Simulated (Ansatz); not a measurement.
This geometry of AlH3O + H4OSi (11 atoms, charge 0, multiplicity 1) is a first-order saddle point.

Method: Ansatz 0.2.0, RKS B3LYP-D4/def2-SVP.

```xyz
11
Properties=species:S:1:pos:R:3
Si 0.146 -0.179 0.008
O 0.144 0.178 1.881
H -0.605 0.699 2.198
H 1.568 0.155 -0.261
H -0.751 1.022 -0.187
H -0.331 -0.971 -1.188
O 0.174 -1.841 0.992
Al 0.324 -3.541 0.714
H 0.441 -4.051 -0.770
H 0.322 -4.455 2.000
H 0.115 -1.066 1.857
```

(1) Which two structures does it join? (They come from a converged band through this point; their orientation in space is the band's.)

(2) How far does it lie above each of them?

## Answers

(1) Bonds broken: Si1–O2, O7–H11. Bonds formed: Si1–O7, O2–H11. AlH3O + H4OSi becomes AlH5OSi + H2O.

Image 0:

```xyz
11
Properties=species:S:1:pos:R:3
Si -0.132 -0.002 0.040
O -0.115 0.090 1.708
H -0.966 0.140 2.160
H 1.199 0.378 -0.473
H -1.216 0.856 -0.521
H -0.456 -1.404 -0.428
O 1.643 -2.164 1.282
Al 0.362 -3.122 0.644
H 0.713 -3.945 -0.655
H -0.975 -3.326 1.477
H 1.487 -1.551 2.009
```

Image 6:

```xyz
11
Properties=species:S:1:pos:R:3
Si 0.172 -0.378 -0.480
O 0.291 0.194 2.585
H -0.664 0.288 2.707
H 1.408 0.422 -0.284
H -1.041 0.434 -0.194
H 0.107 -0.824 -1.906
O 0.189 -1.735 0.502
Al 0.229 -3.442 0.657
H 0.488 -4.321 -0.629
H -0.003 -4.005 2.111
H 0.369 -0.683 2.176
```

(2) 1.07 eV above the first and 1.21 eV above the second. This is the barrier of this one path; another mechanism may lie lower. The orbitals stay closed-shell, which can raise the energy where a bond breaks towards radicals; this wasn't checked here.

The run took 3.9 min on 2 threads of Arm Neoverse V2, on a shared host, peak memory 0.21 GiB.
